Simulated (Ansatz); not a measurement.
Ansatz (a quantum-chemistry and plane-wave program) input (B3LYP/6-31G* with LANL2DZ past Ar): The .json file joins the Basis Set Exchange's 6-31G* for atoms up to Ar and LANL2DZ past it.

Ansatz 0.2 input:
```yaml
crystal:
  periodic: [false, false, false]
  atoms:
    - {symbol: F, position_ang: [-0.00340817, 1.69831324, -1.17036157]}
    - {symbol: Si, position_ang: [-0.01104899, 0.67871133, 0.04786977]}
    - {symbol: F, position_ang: [-0.04892674, 1.51648798, 1.39710274]}
    - {symbol: Br, position_ang: [1.86063098, -0.52138321, -0.00393671]}
    - {symbol: Br, position_ang: [-1.84275384, -0.57676449, -0.07351607]}
basis:
  gaussian:
    orbitals: 6-31Gs+LANL2DZ.json
hamiltonian:
  xc: {name: B3LYP}
phonons: {temperatures: {t_min: 298.15, t_max: 298.15, t_step: 100}}
```

Output:

```
Functional definition: B3LYP
integrals: 0.02 GiB planned
726 factors; integrals over basis functions are off by at most 2.4e-4 eV
mean field: 0.21 GiB planned
mean field evaluation 1: about -14030.4204 eV, gradient 4.2e1 eV
mean field evaluation 2: about -14025.9265 eV, gradient 7.0e1 eV
mean field evaluation 4: about -14033.1380 eV, gradient 1.3e0 eV
mean field evaluation 8: about -14033.1662 eV, gradient 3.4e-3 eV
mean field -14033.16620055 eV, -515.7093458486 hartree, gradient 3.4e-5 eV, S^2 0.000000; 0 other end points of the search recorded, 0 dependent functions left out
the calculation of the forces begins
reference -14033.16642630 eV, -515.7093541448 hartree; 23, 23 occupied and 42, 42 virtual orbitals, 726 factors
these checks for a lower state are left out or cut short: stability, starts, cluster_reference, orbital_swaps, neighbouring_geometries, increment
integrals: 0.02 GiB planned
726 factors; integrals over basis functions are off by at most 2.4e-4 eV
mean field: 0.21 GiB planned
mean field evaluation 16: about -14033.1661 eV, gradient 3.7e-5 eV
mean field -14033.16612554 eV, -515.7093430919 hartree, gradient 1.4e-6 eV, S^2 0.000000; 0 other end points of the search recorded, 0 dependent functions left out
the calculation of the forces begins
reference -14033.16635132 eV, -515.7093513892 hartree; 23, 23 occupied and 42, 42 virtual orbitals, 726 factors
these checks for a lower state are left out or cut short: stability, starts, cluster_reference, orbital_swaps, neighbouring_geometries, increment
integrals: 0.02 GiB planned
726 factors; integrals over basis functions are off by at most 2.4e-4 eV
mean field: 0.21 GiB planned
mean field -14033.16612594 eV, -515.7093431066 hartree, gradient 1.5e-6 eV, S^2 0.000000; 0 other end points of the search recorded, 0 dependent functions left out
the calculation of the forces begins
reference -14033.16635166 eV, -515.7093514017 hartree; 23, 23 occupied and 42, 42 virtual orbitals, 726 factors
these checks for a lower state are left out or cut short: stability, starts, cluster_reference, orbital_swaps, neighbouring_geometries, increment
integrals: 0.02 GiB planned
726 factors; integrals over basis functions are off by at most 2.4e-4 eV
mean field: 0.21 GiB planned
mean field evaluation 32: about -14033.1662 eV, gradient 8.8e-7 eV
mean field -14033.16617017 eV, -515.7093447321 hartree, gradient 9.0e-7 eV, S^2 0.000000; 0 other end points of the search recorded, 0 dependent functions left out
the calculation of the forces begins
reference -14033.16639593 eV, -515.7093530286 hartree; 23, 23 occupied and 42, 42 virtual orbitals, 726 factors
these checks for a lower state are left out or cut short: stability, starts, cluster_reference, orbital_swaps, neighbouring_geometries, increment
integrals: 0.02 GiB planned
726 factors; integrals over basis functions are off by at most 2.4e-4 eV
mean field: 0.21 GiB planned
mean field -14033.16616855 eV, -515.7093446726 hartree, gradient 1.1e-6 eV, S^2 0.000000; 0 other end points of the search recorded, 0 dependent functions left out
the calculation of the forces begins
reference -14033.16639429 eV, -515.7093529684 hartree; 23, 23 occupied and 42, 42 virtual orbitals, 726 factors
these checks for a lower state are left out or cut short: stability, starts, cluster_reference, orbital_swaps, neighbouring_geometries, increment
integrals: 0.02 GiB planned
726 factors; integrals over basis functions are off by at most 2.5e-4 eV
mean field: 0.21 GiB planned
mean field -14033.16607714 eV, -515.7093413134 hartree, gradient 1.1e-6 eV, S^2 0.000000; 0 other end points of the search recorded, 0 dependent functions left out
the calculation of the forces begins
reference -14033.16630285 eV, -515.7093496079 hartree; 23, 23 occupied and 42, 42 virtual orbitals, 726 factors
these checks for a lower state are left out or cut short: stability, starts, cluster_reference, orbital_swaps, neighbouring_geometries, increment
integrals: 0.02 GiB planned
726 factors; integrals over basis functions are off by at most 2.4e-4 eV
mean field: 0.21 GiB planned
mean field -14033.16607954 eV, -515.7093414016 hartree, gradient 1.2e-6 eV, S^2 0.000000; 0 other end points of the search recorded, 0 dependent functions left out
the calculation of the forces begins
reference -14033.16630534 eV, -515.7093496994 hartree; 23, 23 occupied and 42, 42 virtual orbitals, 726 factors
these checks for a lower state are left out or cut short: stability, starts, cluster_reference, orbital_swaps, neighbouring_geometries, increment
integrals: 0.02 GiB planned
726 factors; integrals over basis functions are off by at most 2.5e-4 eV
mean field: 0.21 GiB planned
mean field -14033.16618359 eV, -515.7093452253 hartree, gradient 1.6e-6 eV, S^2 0.000000; 0 other end points of the search recorded, 0 dependent functions left out
the calculation of the forces begins
reference -14033.16640932 eV, -515.7093535206 hartree; 23, 23 occupied and 42, 42 virtual orbitals, 726 factors
these checks for a lower state are left out or cut short: stability, starts, cluster_reference, orbital_swaps, neighbouring_geometries, increment
integrals: 0.02 GiB planned
726 factors; integrals over basis functions are off by at most 2.4e-4 eV
mean field: 0.21 GiB planned
mean field evaluation 64: about -14033.1662 eV, gradient 1.6e-6 eV
mean field -14033.16618379 eV, -515.7093452325 hartree, gradient 1.6e-6 eV, S^2 0.000000; 0 other end points of the search recorded, 0 dependent functions left out
the calculation of the forces begins
reference -14033.16640956 eV, -515.7093535295 hartree; 23, 23 occupied and 42, 42 virtual orbitals, 726 factors
these checks for a lower state are left out or cut short: stability, starts, cluster_reference, orbital_swaps, neighbouring_geometries, increment
integrals: 0.02 GiB planned
726 factors; integrals over basis functions are off by at most 2.4e-4 eV
mean field: 0.21 GiB planned
mean field -14033.16618148 eV, -515.7093451476 hartree, gradient 1.6e-6 eV, S^2 0.000000; 0 other end points of the search recorded, 0 dependent functions left out
the calculation of the forces begins
reference -14033.16640723 eV, -515.7093534440 hartree; 23, 23 occupied and 42, 42 virtual orbitals, 726 factors
these checks for a lower state are left out or cut short: stability, starts, cluster_reference, orbital_swaps, neighbouring_geometries, increment
integrals: 0.02 GiB planned
726 factors; integrals over basis functions are off by at most 2.5e-4 eV
mean field: 0.21 GiB planned
mean field -14033.16618126 eV, -515.7093451397 hartree, gradient 1.9e-6 eV, S^2 0.000000; 0 other end points of the search recorded, 0 dependent functions left out
the calculation of the forces begins
reference -14033.16640701 eV, -515.7093534357 hartree; 23, 23 occupied and 42, 42 virtual orbitals, 726 factors
Total energy: -14033.16642630 eV, -515.7093541448 hartree
Atom 0 at    -0.003408     1.698313    -1.170362 Å, force     0.000004    -0.000459     0.000163 eV/Å
Atom 1 at    -0.011049     0.678711     0.047870 Å, force    -0.000016     0.000961     0.000068 eV/Å
Atom 2 at    -0.048927     1.516488     1.397103 Å, force     0.000011    -0.000431    -0.000226 eV/Å
Atom 3 at     1.860631    -0.521383    -0.003937 Å, force     0.000049    -0.000035    -0.000002 eV/Å
Atom 4 at    -1.842754    -0.576764    -0.073516 Å, force    -0.000048    -0.000036    -0.000003 eV/Å
Dipole moment:     0.000130    -0.007981    -0.000563 e Å
Vibrations: 112.92 180.27 229.35 244.15 255.68 396.33 534.25 909.93 1009.82 cm⁻¹, zero-point energy 0.240077 eV
```

The blocks after the first are displaced geometries, from whose forces the wavenumbers follow.
